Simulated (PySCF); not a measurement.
**Excitation energy of Rh by level of theory**

Rh [Kr] 4d8 5s1 (4F) → Rh [Kr] 4d7 5s1 5p1 (high-spin determinant), as a difference of total energies. Calculation: PySCF 2.14, in x2c-TZVPPall with one added diffuse shell each of s, p, d, f type (9s7p7d3f1g, 95 functions); the spin-free X2C one-electron Hamiltonian (Gaussian nucleus). Correlated levels: valence and next inner shell: [Ar] 3d10 frozen. The calculations carry no spin-orbit coupling.

| method | excitation energy (cm⁻¹) |
| --- | --- |
| UHF | 23101 |
| MP2 (valence and next inner shell) | 36595 |
| SCS-MP2 (valence and next inner shell) | 36675 |
| CCSD (valence and next inner shell) | 33694 |
| CCSD(T) (valence and next inner shell) | 34617 |

A first-order spin-orbit estimate (lowest level to lowest level, LS coupling) adds 0.036 eV.

The determinant of the upper state mixes LS terms, which raises its energy above the lowest term, most at the Hartree-Fock and MP2 levels.
